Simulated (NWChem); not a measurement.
HfI₃ cation; SMILES [I][Hf+]([I])[I]

Computed with NWChem. Structure relaxed at the PBE0/def2-SVP level. No frequency run checked for a minimum. This spin state was assumed; another may lie lower. def2 effective core potentials on I, Hf; no spin-orbit coupling.

Task: What does the run give for B97-2/def2-SVP? Quantities: highest occupied level (eV); orbital gap (eV).

Result: 
| Property | Value |
|---|---|
| highest occupied level (eV) | -12.14 |
| orbital gap (eV) | 3.45 |
